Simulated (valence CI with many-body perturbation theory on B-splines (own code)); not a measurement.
## Pt XLV in brief

Method: relativistic CI+MBPT: six valence electrons over a frozen Dirac-Fock core [Ar] 3d10, a basis of 9 s, 9 p, 8 d, 6 f, 3 g, 1 h functions for each j, with the one-electron correlation potential Σ1, the two-electron term Σ2, the three-electron term Σ3, Breit, model QED; selected CI, second order for the rest, scaled by the run's own slope (own B-spline code, finite nucleus).

The last digits are not significant, and no measured levels were compared; by estimate large intervals hold to a few tenths of a per cent, small ones and those within an open d or f shell to about a per cent. Among the levels kept, up to 670 cm⁻¹ of a level comes from second order outside the variational space, and about a tenth of that is noise between levels of different J, which matters for small intervals.

Levels are named by their leading jj configuration (3d3/2^4 stands for four electrons in 3d with j = 3/2), which in mixed levels can hold well under half, so a name can repeat and another be missing.

Rates and lifetimes use the calculated energies. Strong lines usually hold to 10 to 20 %, long lifetimes can be off by a factor of two.

What is the ground level?

(4s^2 4p1/2^2 4p3/2^2) J=2, composition 69 % 4s2.4p4 3P + 30 % 4s2.4p4 1D, g = 1.341.

Name the longest-lived excited levels whose lifetime is computed, and their main decay.

(4s^2 4p1/2^2 4p3/2^2) J=0 at 9.56 eV lives 157 ms, mostly by E2 to (4s^2 4p1/2^2 4p3/2^2) J=2; (4s^2 4p1/2^2 4p3/2 4d5/2) J=4 at 196.00 eV lives 10.1 μs, mostly by M1 to (4s^2 4p1/2^2 4p3/2 4d3/2) J=3; (4s^2 4p1/2 4p3/2^2 4d3/2) J=4 at 294.40 eV lives 294 ns, mostly by M1 to (4s^2 4p1/2^2 4p3/2 4d3/2) J=3.

What are the static dipole polarisabilities of the lowest levels?

(4s^2 4p1/2^2 4p3/2^2) J=2 0.0300 (tensor 0.00015); (4s^2 4p1/2^2 4p3/2^2) J=0 0.0299 bohr³, of which the core gives 0.00160.

What is the ionisation energy?

2293.4 eV; NIST lists 2291 ± 4 eV (theoretical).

Among levels below 351.92 eV, which E1 lines absorb most strongly from the ground level?

to (4s^2 4p1/2 4p3/2^2 4d3/2) J=3 at 4.007 nm, f = 0.614; to (4s^2 4p1/2 4p3/2^2 4d3/2) J=2 at 3.990 nm, f = 0.571; to (4s^2 4p1/2^2 4p3/2 4d5/2) J=3 at 5.883 nm, f = 0.421.

Where does the other parity begin?

At (4s^2 4p1/2^2 4p3/2 4d3/2) J=2, 167.70 eV.

How well does LS coupling describe the low levels?

Among the lowest 20 levels the leading LS term, summed over configurations, holds 52 % on average. For single configurations the figures are 51 % in LS and 95 % in jj coupling. Terms mix most in the J = 3 level at 171.93 eV, where the leading one holds 28 %.
